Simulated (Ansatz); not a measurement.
`[SiH3]S[CH2][GeH3]` + NH₃ → `N[CH2][GeH3]` + `[SiH3]S` at 600 K and 1 bar (substitution at a C–S bond).

Computed with Ansatz on PBE0-D4/def2-TZVP structures; ΔE is electronic, products minus reactants. CCSD(T)/CBS is the MP2 limit (def2-TZVPP, def2-QZVPP) plus CCSD(T) − MP2 in def2-TZVPP, frozen cores. This one scheme is used for every species. For Ge outer-core shells are correlated without core-valence functions, which leaves a few kJ/mol of doubt a bond. Scalar relativity is left out up to krypton. One conformer a species, not always the lowest.

| species | CCSD(T)/CBS energy (Eh) | H − E (kJ/mol) | S (J/(mol·K)) |
| --- | --- | --- | --- |
| `[SiH3]S[CH2][GeH3]` | -2805.83640 | 274.2 | 489.6 |
| NH₃ | -56.50880 | 112.4 | 219.5 |
| `N[CH2][GeH3]` | -2173.05667 | 255.3 | 385.9 |
| `[SiH3]S` | -689.27336 | 126.3 | 326.2 |

H − E and S are ideal-gas, rigid-rotor, harmonic terms from PBE0-D4/def2-TZVP, for one conformer and one mirror image of each species. 1 Eh = 2625.50 kJ/mol, R = 8.31446 J/(mol·K).

**Question.** By hand: ΔE, ΔH, ΔS and ΔG.

**Answer.** ΔE = (-2173.05667) + (-689.27336) − (-2805.83640) − (-56.50880) = 0.01517 Eh = 39.8 kJ/mol. Δ(H − E) = 255.3 + 126.3 − 274.2 − 112.4 = -5.0, so ΔH = 34.8 kJ/mol. ΔS = 385.9 + 326.2 − 489.6 − 219.5 = 3.0 J/(mol·K). ΔG = 34.8 − 600 × (3.0)/1000 = 33.0 kJ/mol.

**Question.** By hand: the equilibrium constant, and the temperature at which ΔG would vanish if ΔH and ΔS stayed fixed.

**Answer.** log₁₀ K = −ΔG/(RT ln 10) = -2.9. ΔG = 0 at ΔH/ΔS = 11600 K, far beyond where these terms or the molecules hold.

The number of gas molecules stays the same, so ΔS is small and ΔH decides. A doubt of 5 kJ/mol in ΔE shifts log₁₀ K by 0.4 here. Other conformers and mirror images would add mixing entropy, several J/(mol·K) or more a flexible species. Modes under 60 cm⁻¹, often nearly free rotors, make the harmonic entropy too high. These are equilibria of isolated gas molecules and say nothing of rates. Largest T1 diagnostic: 0.011 (customary marks: 0.02 for closed shells, 0.045 for open ones).
